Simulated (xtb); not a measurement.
C2H7GeN, SMILES C[N](C)[GeH] (connectivity only; charge and spin as stated), neutral, multiplicity 1. All values are semi-empirical tight-binding results from xtb (GFN2-xTB unless named), good for trends rather than for accurate numbers. Coordinates come from a GFN2-xTB optimisation. The structure was generated by enumeration; whether it is a known compound was not checked.

For metal compounds this method's bond lengths and energies can be far off.

Computed properties:
The point group as xtb finds it comes out as Cs. The orbital gap is 3.51 eV and the zero-point energy comes out as 53.6 kcal/mol. The G − E(el) at 298.15 K (modified RRHO) is 35.0 kcal/mol.
